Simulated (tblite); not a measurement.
Species: C4H5BO3S2.
Numbering: `[OH:1][B:2]([OH:3])[c:4]1[cH:5][s:6][c:7]([OH:8])[c:9]1[SH:10]` (hydrogens: H11 on O1; H12 on O3; H13 on C5; H14 on O8; H15 on S10)

Computed with GFN2-xTB (tblite), gas phase: L-BFGS steps from a force-field or distance-geometry start until the largest atomic force falls under 0.01 eV/Å.

At the end of the run (lengths in Å): B2–O3 1.353, S10–H15 1.323, O1–B2 1.366, S6–C7 1.731, O8–H14 0.967, C9–S10 1.774, C7–O8 1.351, O1–B2–O3 122.7°, O1–B2–C4 120.4°, O3–B2–C4 116.9°, C5–S6–C7 90.4°, O1–B2–C4–C5 175°, H12–O3–B2–O1 0°, H11–O1–B2–O3 0°.

Question: These geometries were met on the way; a selection of coordinates is given. Order them by energy above the end point, lowest first.
A. B2–O3 1.355, S10–H15 1.323, O1–B2 1.350, S6–C7 1.737, O8–H14 0.978, C9–S10 1.820, C7–O8 1.354, O1–B2–O3 136.7°, O1–B2–C4 112.4°, O3–B2–C4 110.4°, C5–S6–C7 90.0°, O1–B2–C4–C5 170°, H12–O3–B2–O1 -19°, H11–O1–B2–O3 21°
B. B2–O3 1.352, S10–H15 1.342, O1–B2 1.347, S6–C7 1.727, O8–H14 0.979, C9–S10 1.773, C7–O8 1.346, O1–B2–O3 131.3°, O1–B2–C4 115.2°, O3–B2–C4 112.0°, C5–S6–C7 91.5°, O1–B2–C4–C5 166°, H12–O3–B2–O1 7°, H11–O1–B2–O3 -7°
C. B2–O3 1.457, S10–H15 1.417, O1–B2 1.452, S6–C7 1.678, O8–H14 1.019, C9–S10 1.792, C7–O8 1.396, O1–B2–O3 120.3°, O1–B2–C4 120.7°, O3–B2–C4 119.0°, C5–S6–C7 96.3°, O1–B2–C4–C5 180°, H12–O3–B2–O1 -90°, H11–O1–B2–O3 90°
D. B2–O3 1.357, S10–H15 1.321, O1–B2 1.352, S6–C7 1.742, O8–H14 0.974, C9–S10 1.776, C7–O8 1.352, O1–B2–O3 120.5°, O1–B2–C4 120.7°, O3–B2–C4 118.6°, C5–S6–C7 91.0°, O1–B2–C4–C5 175°, H12–O3–B2–O1 -84°, H11–O1–B2–O3 84°
E. B2–O3 1.354, S10–H15 1.325, O1–B2 1.355, S6–C7 1.733, O8–H14 0.975, C9–S10 1.785, C7–O8 1.342, O1–B2–O3 127.4°, O1–B2–C4 117.6°, O3–B2–C4 114.9°, C5–S6–C7 89.4°, O1–B2–C4–C5 171°, H12–O3–B2–O1 3°, H11–O1–B2–O3 -4°

Answer: E (0.229 eV), B (0.382 eV), A (0.631 eV), D (1.187 eV), C (1.987 eV).

```
step  E above end (eV)  rms distance from the end, all atoms (Å)  largest force (eV/Å)  rms shift of all bonds from the end (Å)
  21             0.229                                     0.355                 0.443                                    0.007
  17             0.382                                     0.395                 0.588                                    0.009
  12             0.631                                     0.429                 0.986                                    0.017
   4             1.187                                     0.501                 0.606                                    0.008
   0             1.987                                     0.527                 3.047                                    0.053
```

Rows stand in the order of the answer.
